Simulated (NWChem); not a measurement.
System: C3H6Si; SMILES C=C=C[SiH3]

Excerpt of the output:

```
             Northwest Computational Chemistry Package (NWChem) 7.3.0
             --------------------------------------------------------

                             Geometry "geometry" -> ""
                             -------------------------

 Output coordinates in angstroms (scale by  1.889725989 to convert to a.u.)

  No.       Tag          Charge          X              Y              Z
 ---- ---------------- ---------- -------------- -------------- --------------
    1 C                    6.0000     0.34314100     2.38198000     0.21145500
    2 C                    6.0000    -0.20097300     1.22157700    -0.04893400
    3 C                    6.0000    -0.72359200     0.04702400    -0.30156100
    4 Si                  14.0000     0.20413200    -1.55512400    -0.00905700
    5 H                    1.0000     0.91341100     2.92292700    -0.54052100
    6 H                    1.0000     0.24201100     2.84979900     1.18829600
    7 H                    1.0000    -1.74082800     0.00395200    -0.69844000
    8 H                    1.0000    -0.52874500    -2.41776500     0.95914100
    9 H                    1.0000     0.34069800    -2.32281900    -1.27817500
   10 H                    1.0000     1.55536700    -1.25525400     0.52876200

 Effective nuclear repulsion energy (a.u.)     135.0107785265

  xc_inp: hfexch multiplicative factor not found.
                              NWChem Property Module
                              ----------------------

  itol2e modified to match energy
  convergence criterion.

                                 NWChem DFT Module
                                 -----------------

 Summary of "ao basis" -> "ao basis" (spherical)
 ------------------------------------------------------------------------------
       Tag                 Description            Shells   Functions and Types
 ---------------- ------------------------------  ------  ---------------------
 C                           6-31g*                  6       14   3s2p1d
 Si                          6-31g*                  8       18   4s3p1d
 H                           6-31g*                  2        2   2s

  itol2e modified to match energy
  convergence criterion.

            General Information
            -------------------
          SCF calculation type: DFT
          Wavefunction type:  closed shell.
          No. of atoms     :    10
          No. of electrons :    38
           Alpha electrons :    19
            Beta electrons :    19
          Charge           :     0
          Spin multiplicity:     1
          Use of symmetry is: off; symmetry adaption is: off
          Maximum number of iterations: 150
          AO basis - number of functions:    72
                     number of shells:    38
          Convergence on energy requested:  1.00D-07
          Convergence on density requested:  1.00D-05
          Convergence on gradient requested:  5.00D-04

              XC Information
              --------------
                     Hartree-Fock (Exact) Exchange  1.000

      Superposition of Atomic Density Guess
      -------------------------------------

 Sum of atomic energies:        -404.78746520

      Non-variational initial energy
      ------------------------------

 Total energy =    -406.862793
 1-e energy   =    -822.627876
 2-e energy   =     280.754304
 HOMO         =      -0.280986
 LUMO         =       0.019677

   convergence    iter        energy       DeltaE   RMS-Dens  Diis-err
 ---------------- ----- ----------------- --------- --------- ---------
 d= 0,ls=0.0,diis     1   -405.8949244698 -5.41D+02  6.25D-03  2.08D-01
 d= 0,ls=0.0,diis     2   -405.9398790469 -4.50D-02  2.89D-03  1.52D-02
 d= 0,ls=0.0,diis     3   -405.9439983570 -4.12D-03  5.41D-04  1.02D-03
 d= 0,ls=0.0,diis     4   -405.9442530420 -2.55D-04  1.72D-04  7.16D-05
 d= 0,ls=0.0,diis     5   -405.9442793124 -2.63D-05  5.73D-05  5.30D-06
  Resetting Diis
 d= 0,ls=0.0,diis     6   -405.9442822570 -2.94D-06  2.51D-05  1.89D-06
 d= 0,ls=0.0,diis     7   -405.9442827047 -4.48D-07  5.50D-06  9.79D-08
 d= 0,ls=0.0,diis     8   -405.9442827432 -3.85D-08  3.99D-06  3.70D-08

         Total DFT energy =     -405.944282743200
      One electron energy =     -825.480915394962
           Coulomb energy =      322.536653532884
    Exchange-Corr. energy =      -38.010799407639
 Nuclear repulsion energy =      135.010778526517

 Numeric. integr. density =        0.000000000000

                       DFT Final Molecular Orbital Analysis
                       ------------------------------------

 Vector   17  Occ=2.000000D+00  E=-4.764064D-01
              MO Center=  7.8D-01, -1.5D+00,  2.2D-01, r^2= 2.2D+00
   Bfn.  Coefficient  Atom+Function         Bfn.  Coefficient  Atom+Function
  ----- ------------  ---------------      ----- ------------  ---------------
    72      0.352519  10 H  s                49      0.331281   4 Si px
    71      0.279774  10 H  s                50      0.162680   4 Si py
    68     -0.152732   8 H  s                70     -0.152577   9 H  s
    45     -0.136288   4 Si px               51      0.135533   4 Si pz
    67     -0.120547   8 H  s                69     -0.120427   9 H  s

 Vector   18  Occ=2.000000D+00  E=-3.748610D-01
              MO Center= -3.7D-01,  4.7D-01, -1.5D-01, r^2= 2.8D+00
   Bfn.  Coefficient  Atom+Function         Bfn.  Coefficient  Atom+Function
  ----- ------------  ---------------      ----- ------------  ---------------
    33      0.351452   3 C  pz               19      0.304549   2 C  pz
    37      0.288771   3 C  pz               23      0.240822   2 C  pz
    68     -0.150592   8 H  s                70      0.150631   9 H  s
    31     -0.136482   3 C  px               17     -0.118278   2 C  px
    35     -0.112137   3 C  px                5     -0.100028   1 C  pz

 Vector   19  Occ=2.000000D+00  E=-3.652210D-01
              MO Center= -3.1D-03,  1.5D+00,  3.8D-02, r^2= 2.7D+00
   Bfn.  Coefficient  Atom+Function         Bfn.  Coefficient  Atom+Function
  ----- ------------  ---------------      ----- ------------  ---------------
     3      0.324127   1 C  px                7      0.267497   1 C  px
    17      0.255427   2 C  px               21      0.207689   2 C  px
     4     -0.172659   1 C  py               18     -0.157606   2 C  py
    50     -0.155134   4 Si py                8     -0.144531   1 C  py
    31     -0.127388   3 C  px               35     -0.120614   3 C  px

 Vector   20  Occ=0.000000D+00  E= 1.447153D-01
              MO Center= -9.6D-02,  4.3D-01, -4.1D-02, r^2= 4.5D+00
   Bfn.  Coefficient  Atom+Function         Bfn.  Coefficient  Atom+Function
  ----- ------------  ---------------      ----- ------------  ---------------
    55      0.614739   4 Si pz               68     -0.494933   8 H  s
    70      0.495178   9 H  s                23     -0.455246   2 C  pz
    62     -0.440896   5 H  s                64      0.440898   6 H  s
    19     -0.345394   2 C  pz               37      0.345793   3 C  pz
    53     -0.238504   4 Si px                9     -0.227970   1 C  pz

 Vector   21  Occ=0.000000D+00  E= 1.554718D-01
              MO Center=  3.4D-01, -1.4D+00,  4.9D-02, r^2= 6.1D+00
   Bfn.  Coefficient  Atom+Function         Bfn.  Coefficient  Atom+Function
  ----- ------------  ---------------      ----- ------------  ---------------
    54      1.122919   4 Si py               53     -0.769213   4 Si px
    34     -0.629730   3 C  s                36      0.459245   3 C  py
    22      0.348726   2 C  py               72      0.322674  10 H  s
     6     -0.275924   1 C  s                55     -0.251165   4 Si pz
     7      0.238373   1 C  px               52      0.202447   4 Si s

 Vector   22  Occ=0.000000D+00  E= 1.760153D-01
              MO Center= -1.9D-01,  8.0D-01, -6.4D-02, r^2= 4.9D+00
   Bfn.  Coefficient  Atom+Function         Bfn.  Coefficient  Atom+Function
  ----- ------------  ---------------      ----- ------------  ---------------
    66      0.687349   7 H  s                34     -0.599908   3 C  s
    21      0.511706   2 C  px               54      0.511014   4 Si py
     7     -0.465759   1 C  px               48     -0.346573   4 Si s
    36      0.330304   3 C  py                8      0.281331   1 C  py
    17      0.270376   2 C  px               52      0.253162   4 Si s

     Multipole analysis of the density
     ---------------------------------

     L   x y z        total         alpha         beta         nuclear
     -   - - -        -----         -----         ----         -------
     0   0 0 0     -0.000000    -19.000000    -19.000000     38.000000

[...]

          -----------------------------------------
          Chemical Shielding Tensors (GIAO, in ppm)
          -----------------------------------------

                                NWChem CPHF Module
                                ------------------

  scftype          =     RHF
  nclosed          =       19
  nopen            =        0
  variables        =     1007
  # of vectors     =        3
  tolerance        = 0.10D-03
  level shift      = 0.00D+00
  max iterations   =       50
  max subspace     =       30

 SCF residual:    1.0447540693335141E-004

Iterative solution of linear equations
  No. of variables     1007
  No. of equations        3
  Maximum subspace       30
        Iterations       50
       Convergence  1.0D-04

   iter   nsub   residual    time
   ----  ------  --------  ---------
     1      3    1.46D+00      23.6
     2      6    1.94D-01      24.6
     3      9    3.77D-02      25.5
     4     12    7.09D-03      26.5
     5     15    2.48D-03      27.5
     6     18    4.49D-04      28.4
     7     21    5.83D-05      29.3

      Atom:    1  C
        Diamagnetic
    258.8069      6.6885     -2.9220
      6.6885    268.5450      2.6603
     -2.9220      2.6603    266.0369

        Paramagnetic
    -93.8810    -19.7641     47.6410
    -19.7641   -104.8106     -2.8581
     47.6410     -2.8581   -200.3257

        Total Shielding Tensor
    164.9258    -13.0755     44.7189
    -13.0755    163.7344     -0.1978
     44.7189     -0.1978     65.7112

           isotropic =     131.4572
          anisotropy =      85.2385

          Principal Components and Axis System
                 1           2           3
              188.2828    157.7359     48.3527

      1         0.8390      0.4065     -0.3617
      2        -0.4494      0.8925     -0.0394
      3         0.3068      0.1956      0.9314

      Atom:    2  C
        Diamagnetic
    239.9196     19.1377      4.4499
     19.1377    275.1765      9.3195
      4.4499      9.3195    232.6670

        Paramagnetic
   -279.6763     14.8899     -1.9269
     14.8899   -249.6929      6.7709
     -1.9269      6.7709   -273.5555

        Total Shielding Tensor
    -39.7567     34.0276      2.5230
     34.0276     25.4837     16.0903
      2.5230     16.0903    -40.8885

           isotropic =     -18.3872
          anisotropy =     -55.8081

          Principal Components and Axis System
                 1           2           3
              -55.5925     42.9797    -42.5486

      1         0.8520      0.3786     -0.3617
      2        -0.4197      0.9068     -0.0394
      3         0.3131      0.1854      0.9315

      Atom:    3  C
        Diamagnetic
    268.8264     -4.0768      5.4211
     -4.0768    275.0675     -0.7103
      5.4211     -0.7103    256.4983

        Paramagnetic
   -187.6771     40.6575    -48.9873
     40.6575   -141.6178     12.2149
    -48.9873     12.2149    -75.6157

        Total Shielding Tensor
     81.1492     36.5808    -43.5663
     36.5808    133.4497     11.5047
    -43.5663     11.5047    180.8826

           isotropic =     131.8272
          anisotropy =      98.2320

          Principal Components and Axis System
                 1           2           3
              197.3152    150.4708     47.6956

      1        -0.3617      0.3674      0.8568
      2        -0.0394      0.9122     -0.4078
      3         0.9314      0.1813      0.3155

      Atom:    4  Si
        Diamagnetic
    879.3263     -2.5325      0.7934
     -2.5325    883.9367     -0.6904
      0.7934     -0.6904    877.2866

        Paramagnetic
   -381.0055    -16.3070     10.3398
    -16.3070   -374.3764     -4.8552
     10.3398     -4.8552   -405.5775

        Total Shielding Tensor
    498.3208    -18.8395     11.1332
    -18.8395    509.5603     -5.5456
     11.1332     -5.5456    471.7091

           isotropic =     493.1967
          anisotropy =      49.0634

          Principal Components and Axis System
                 1           2           3
              525.9057    486.0668    467.6177

      1        -0.6068      0.7077     -0.3619
      2         0.7684      0.6388     -0.0394
      3        -0.2033      0.3020      0.9314

      Atom:    5  H
        Diamagnetic
     28.9389      6.1803     -6.2414
      6.1803     31.6152     -5.6014
     -6.2414     -5.6014     32.0730

        Paramagnetic
     -1.4367     -4.0387      5.6613
     -4.0387     -1.4632      4.8870
      5.6613      4.8870     -5.0568

        Total Shielding Tensor
     27.5022      2.1417     -0.5801
      2.1417     30.1520     -0.7144
     -0.5801     -0.7144     27.0162

           isotropic =      28.2235
          anisotropy =       4.9564

          Principal Components and Axis System
                 1           2           3
               31.5278     26.8768     26.2658

      1         0.4825     -0.1377      0.8650
      2         0.8534      0.2962     -0.4288
      3        -0.1972      0.9452      0.2604

      Atom:    6  H
        Diamagnetic
     41.6245      0.0517      7.5966
      0.0517     26.6889      0.2154
      7.5966      0.2154     25.0288

        Paramagnetic
    -11.8373      0.5986     -5.9002
      0.5986      1.7792      0.1630
     -5.9002      0.1630      1.1359

        Total Shielding Tensor
     29.7872      0.6503      1.6963
      0.6503     28.4681      0.3785
      1.6963      0.3785     26.1648

           isotropic =      28.1401
          anisotropy =       3.8477

          Principal Components and Axis System
                 1           2           3
               30.7052     28.2250     25.4900

      1         0.8799     -0.3082     -0.3617
      2         0.3158      0.9480     -0.0394
      3         0.3551     -0.0796      0.9315

      Atom:    7  H
        Diamagnetic
     27.4446      3.0809     -3.4187
      3.0809     31.6789     -5.6117
     -3.4187     -5.6117     29.8870

        Paramagnetic
     -0.5900     -1.7226      1.6471
     -1.7226     -1.9426      2.4790
      1.6471      2.4790     -1.7305

        Total Shielding Tensor
     26.8546      1.3583     -1.7716
      1.3583     29.7363     -3.1327
     -1.7716     -3.1327     28.1565

           isotropic =      28.2491
          anisotropy =       7.0491

          Principal Components and Axis System
                 1           2           3
               32.9485     26.4621     25.3368

      1         0.3362      0.7645      0.5500
      2         0.7266     -0.5821      0.3650
      3        -0.5993     -0.2769      0.7511

      Atom:    8  H
        Diamagnetic
     36.0949      0.0403      4.7246
      0.0403     27.4315      0.1635
      4.7246      0.1635     25.7844

        Paramagnetic
     -4.7460     -0.3600     -2.3537
     -0.3600     -0.2259     -0.2032
     -2.3537     -0.2032      0.3486

        Total Shielding Tensor
     31.3489     -0.3196      2.3709
     -0.3196     27.2056     -0.0397
      2.3709     -0.0397     26.1330

           isotropic =      28.2292
          anisotropy =       6.0834

          Principal Components and Axis System
                 1           2           3
               32.2848     27.1894     25.2133

      1         0.9312      0.0430     -0.3620
      2        -0.0614      0.9973     -0.0395
      3         0.3593      0.0590      0.9314
```

Level: Hartree-Fock/6-31G* (spherical d), GIAO. The geometry was optimised at B3LYP/6-31G* (spherical d). NWChem prints the field gradient with the sign opposite to the second derivative of the potential. The output numbers the shielded atoms by their place in the input's list. The printed shielding anisotropy is the first printed principal value minus the mean of the other two.

Task: Reconstruct the input file.

Result: Several could match; the one computed here: the input that was run:
```
start job
memory heap 200 mb stack 900 mb global 1100 mb
geometry units angstroms noautosym nocenter noautoz
  C      0.343141     2.381980     0.211455
  C     -0.200973     1.221577    -0.048934
  C     -0.723592     0.047024    -0.301561
  Si     0.204132    -1.555124    -0.009057
  H      0.913411     2.922927    -0.540521
  H      0.242011     2.849799     1.188296
  H     -1.740828     0.003952    -0.698440
  H     -0.528745    -2.417765     0.959141
  H      0.340698    -2.322819    -1.278175
  H      1.555367    -1.255254     0.528762
end
basis spherical
  * library 6-31g*
end
dft
  xc hfexch
  iterations 150
end
property
  shielding 8 1 2 3 4 5 7 8 10
  efieldgrad
end
task dft property
```
